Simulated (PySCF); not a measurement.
chloro(chlorosilyloxy)silane (Cl2H4OSi2), SMILES O([SiH2]Cl)[SiH2]Cl.

Coordinates come from a B3LYP-D3(BJ)/def2-SVP optimisation. The values are those of a single conformer.

Level of theory: PBE/def2-TZVP run with PySCF.

Symmetry labels are those of the subgroup C2 that the program uses (full group C2).

Q: List the valence orbital energies around the gap with their symmetry. (The exact figures need the calculation; the answer reports its results.)

A: 
| orbital | symmetry | energy (eV) |
|---|---|---|
| HOMO−7 | A | -9.55 |
| HOMO−6 | B | -9.49 |
| HOMO−5 | A | -8.71 |
| HOMO−4 | B | -8.33 |
| HOMO−3 | A | -8.11 |
| HOMO−2 | B | -8.00 |
| HOMO−1 | A | -7.69 |
| HOMO | B | -7.56 |
| LUMO | A | -0.98 |
| LUMO+1 | B | -0.57 |
| LUMO+2 | A | -0.47 |
| LUMO+3 | B | 0.02 |
